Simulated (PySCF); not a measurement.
Computed Raman spectrum (relative Raman activity) of a molecule C₃H₈Se. Geometry optimised at r2SCAN-D4/def2-SVP. The values are those of a single conformer. Calculation: r2SCAN-D4/def2-SVP (PySCF). Frequencies are harmonic and unscaled.

Lines under 2 % of the strongest are left out, and lines within 2 cm⁻¹ are merged.

ν (cm⁻¹): 174 (vw), 552 (w), 765 (w), 902 (w), 1042 (vw), 1144 (vw), 1233 (w), 1380 (vw), 1454 (m), 1467 (w), 2430 (s), 3018 (s), 3027 (vs), 3071 (s), 3112 (m), 3120 (s), 3135 (m), 3139 (m) (against the strongest line: vs over 80 %, s over 45 %, m over 15 %, w over 4 %, vw less)

Q: Pick the molecule that these values belong to.
(A) CC(C)[SeH]
(B) CC[Se]C
(C) CCC[SeH]

A: A, CC(C)[SeH]
